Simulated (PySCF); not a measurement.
A geometry optimisation on `C[N@H+]([AlH3-])C1CC1`.

Computed with PBE0-D3(BJ)/def2-SVP geometry optimisation, gas phase (PySCF 2.14.0). Start geometry: GFN2-xTB. A driver script takes a list of jobs; this job's settings line and coordinates (Å) are shown.

Input:
```
{"job": {"xc": "PBE0", "basis": "def2-SVP", "d3": "d3bj", "grid": 1, "kind": "geom"}, "charge": 0, "multiplicity": 1}
C      1.317092    -0.989115     0.797061
N      0.589142    -0.167025    -0.164919
Al     1.537232     1.634216    -0.362331
C     -0.769493     0.090599     0.250724
C     -1.834800     0.240394    -0.785503
C     -1.823988    -0.966831     0.107755
H      1.371284    -0.446692     1.740729
H      2.333631    -1.139551     0.436321
H      0.834510    -1.956057     0.962534
H      0.564456    -0.654819    -1.059894
H      0.570178     2.303592    -1.401102
H      1.451129     2.115093     1.134556
H      2.910379     1.061861    -0.874451
H     -0.796148     0.742359     1.116123
H     -2.592884     0.991976    -0.635779
H     -1.551451     0.113856    -1.819612
H     -2.579539    -1.053244     0.872902
H     -1.539489    -1.914294    -0.326770
```

**Question.** Give the output.

**Answer.** 
```
step   0  E = -456.19817386  max force = 0.010037
step   1  E = -456.20084965  max force = 0.004240
step   2  E = -456.20139623  max force = 0.003898
step   3  E = -456.20149230  max force = 0.001436
step   4  E = -456.20151088  max force = 0.000408
step   5  E = -456.20153223  max force = 0.000555
step   6  E = -456.20154772  max force = 0.000748
step   7  E = -456.20156082  max force = 0.000495
step   8  E = -456.20157137  max force = 0.000189
optimisation converged
```

Energies in Eh; «max force» is the largest Cartesian gradient component in Eh/bohr.

**Question.** Give the first gradient maximum in eV/Å.

**Answer.** With 1 Eh/bohr = 51.422 eV/Å, 0.516 eV/Å.

**Question.** How much energy does the optimisation release, in kJ/mol?

**Answer.** E(step 0) − E(last step) = 0.003398 Eh, which is 8.9 kJ/mol.

Summary of the converged run: final energy -456.20157 Eh after 8 steps; dipole 5.62 D.

**Question.** Where do the atoms end?

**Answer.** 0.084 Å rms from the input after alignment:
```
atom  x, y, z in Å
C1     1.3317   -1.0008    0.8086
N2     0.5790   -0.1612   -0.1316
Al3    1.5380    1.6436   -0.4668
C4    -0.7904    0.0654    0.3005
C5    -1.8609    0.2482   -0.7161
C6    -1.8343   -0.9966    0.1302
H7     1.4106   -0.4709    1.7679
H8     2.3465   -1.1597    0.4208
H9     0.8332   -1.9693    0.9728
H10    0.5617   -0.6229   -1.0437
H11    0.6091    2.2767   -1.6148
H12    1.4179    2.2532    1.0187
H13    2.9825    1.0957   -0.9195
H14   -0.8230    0.6894    1.1991
H15   -2.6194    1.0103   -0.5252
H16   -1.5794    0.1611   -1.7697
H17   -2.5815   -1.1226    0.9177
H18   -1.5354   -1.9306   -0.3561
```

The run took 76 s wall on one thread of an Arm Neoverse V1 (shared host).
Labels such as C1 count atoms from 1, the log's own numbers from 0.
